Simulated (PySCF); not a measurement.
Excitation energy of Nb by level of theory

Nb [Kr] 4d4 5s1 (6D) → Nb [Kr] 4d5 (6S), as a difference of total energies. Calculation: PySCF 2.14, in aug-cc-pVDZ-PP with ECP28MDF; a scalar-relativistic core potential. Correlated levels: valence: 4s2 4p6 frozen. The calculations carry no spin-orbit coupling.

```json
{"method": "UHF", "excitation energy (eV)": "1.647"}
{"method": "LDA", "excitation energy (eV)": "1.195"}
{"method": "PBE", "excitation energy (eV)": "1.203"}
{"method": "PBE0", "excitation energy (eV)": "1.232"}
{"method": "r2SCAN", "excitation energy (eV)": "1.497"}
{"method": "MN15", "excitation energy (eV)": "1.306"}
{"method": "BHandHLYP", "excitation energy (eV)": "1.353"}
{"method": "r2SCANh", "excitation energy (eV)": "1.476"}
{"method": "BLYP", "excitation energy (eV)": "1.286"}
{"method": "MP2 (valence)", "excitation energy (eV)": "1.382"}
{"method": "SCS-MP2 (valence)", "excitation energy (eV)": "1.559"}
```

**Question.** How much does correlation contribute at MP2 (valence)?

**Answer.** 1.382 − (1.647) = -0.265 eV, measured against UHF.
